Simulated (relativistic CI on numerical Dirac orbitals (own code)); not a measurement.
# Sensitivity of the levels of Bi XLIX to α and to the nuclear radius

Computed by Dirac-Coulomb-Breit CI, separate exchange-only KLI orbitals for each configuration, derivatives by finite differences, unscaled Slater integrals, QED left out (own radial code, finite nucleus).

CI space (outside the closed core [Ar] 3d10): 4s2 4p5, 4s 4p6, 4s2 4p4 4d, 4s2 4p4 4f, 4s 4p5 4d, 4s 4p5 4f. Double excitations out of closed p, d and f shells are left out; levels of such configurations are missing from the list, as are those of other unlisted configurations, and high levels can miss mixing partners.

With x = (α/α₀)² − 1 an excitation energy changes as ω = ω₀ + qx; K = 2q/ω₀ is the relative enhancement. Terms are leading LS components, so labels can repeat. The field-shift factor is F = δν/δ⟨r²⟩ for the transition from the lowest level.

Lowest level 4s2 4p5 2P°_3/2.

```
            Level  ω₀ (cm⁻¹)   q (cm⁻¹)      K  F (GHz/fm²)
  4s2 4p5 2P°_1/2    1394823  1.797e+06   2.58         -474
4s2 4p4 4d 4D_3/2    1478860      79090  0.107         29.8
4s2 4p4 4d 4D_5/2    1505687      91440  0.121         29.4
4s2 4p4 4d 4P_1/2    1510826      95530  0.126        -6.91
4s2 4p4 4d 2F_7/2    1525195      79590  0.104         28.2
4s2 4p4 4d 2D_3/2    1610142      88690   0.11         30.1
4s2 4p4 4d 2F_7/2    1776996     379800  0.427         40.2
4s2 4p4 4d 4F_9/2    1785353     377900  0.423         39.7
4s2 4p4 4d 2P_1/2    1820459     439000  0.482         -154
4s2 4p4 4d 2D_5/2    1918288     383500    0.4         43.9
4s2 4p4 4d 2P_3/2    1973836     403400  0.409         36.7
4s2 4p4 4d 2D_5/2    2006553     411800   0.41         30.1
    4s 4p6 2S_1/2    2496447  1.947e+06   1.56        -4580
```

At this charge energies of transitions that change n are usually good to better than 1 %, and those within a shell (Δn = 0) to a few per cent.
